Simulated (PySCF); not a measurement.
# Excitation energy of S by level of theory

S [Ne] 3s2 3p4 (3P) → S [Ne] 3s2 3p3 4s1 (5S), as a difference of total energies. Calculation: PySCF 2.14, in dyall-acv3z; scalar relativity by spin-free X2C-1e. Correlated levels: valence: [Ne] frozen; virtual orbitals above 40 to 60 times the deepest correlated orbital energy dropped. The calculations carry no spin-orbit coupling.

```csv
method,excitation energy (eV),error (eV)
UHF,5.907,-0.593
MP2 (valence),6.371,-0.129
SCS-MP2 (valence),6.571,+0.071
CCSD (valence),6.483,-0.017
CCSD(T) (valence),6.494,-0.006
```

Reference: 6.500 eV (measured; NIST levels, between the centres of gravity of the two terms).

Errors of the correlated levels include the incompleteness of this basis and the frozen core.
